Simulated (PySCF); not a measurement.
Species: C₂H₇ClGe₃.
Atom-mapped SMILES: `[CH:1]#[C:2][GeH2:3][GeH2:4][GeH2:5][Cl:6]` (hydrogens: H7 on C1; H8, H9 on Ge3; H10, H11 on Ge4; H12, H13 on Ge5)

Computed with PySCF, PBE0-D3(BJ)/def2-SVP geometry optimisation, gas phase.

(1) Give the optimised bond lengths and angles.

Results:

(1) 
| bond | length (Å) | order |
| --- | --- | --- |
| C1≡C2 | 1.216 | triple |
| C2–Ge3 | 1.897 | single |
| Ge3–Ge4 | 2.424 | single |
| Ge4–Ge5 | 2.420 | single |
| Ge5–Cl6 | 2.173 | single |
| C1–H7 | 1.076 | single |
| Ge3–H8, Ge3–H9 | 1.538 | single |
| Ge4–H10, Ge4–H11 | 1.541 | single |
| Ge5–H12, Ge5–H13 | 1.540 | single |

Bonds in one row agree within 0.01 Å and their mean is given. Orders are formal, as drawn. A selection of angles:
| angle | degrees |
| --- | --- |
| C2–C1–H7 | 179.8 |
| C1–C2–Ge3 | 176.2 |
| C2–Ge3–Ge4 | 108.4 |
| C2–Ge3–H8 | 108.9 |
| Ge4–Ge3–H8 | 110.2 |
| Ge4–Ge3–H9 | 110.8 |
| H8–Ge3–H9 | 109.6 |
| Ge3–Ge4–Ge5 | 110.7 |
| Ge3–Ge4–H10 | 110.6 |
| Ge3–Ge4–H11 | 109.3 |
| Ge5–Ge4–H10 | 108.8 |
| Ge5–Ge4–H11 | 108.3 |
| H10–Ge4–H11 | 109.0 |
| Ge4–Ge5–Cl6 | 107.0 |
| Ge4–Ge5–H12 | 112.8 |
| Cl6–Ge5–H12 | 106.6 |
| Cl6–Ge5–H13 | 106.3 |
| H12–Ge5–H13 | 110.1 |

Torsions: C2–Ge3–Ge4–Ge5 55° (synclinal); Ge3–Ge4–Ge5–Cl6 -61° (synclinal). The mirror-image conformer, all signs reversed, is as good.

Ge4 (germanium bonded to 2 Ge and 2 H) is tetrahedral (angles from 108.3° to 110.7°). Ge5 (germanium bonded to Cl, Ge and 2 H) is distorted tetrahedral (angles from 106.3° to 113.6°). Ge3 (germanium bonded to C, Ge and 2 H) is tetrahedral (angles from 108.4° to 110.8°).

Point group: C1 (no symmetry element, even within 0.4 Å). Whether it is a minimum is left open (no frequencies). The numbers are those of one conformer.

On an Arm Neoverse V1 with one thread, on a shared host, this took 2.9 min wall. This is the geometry optimisation.
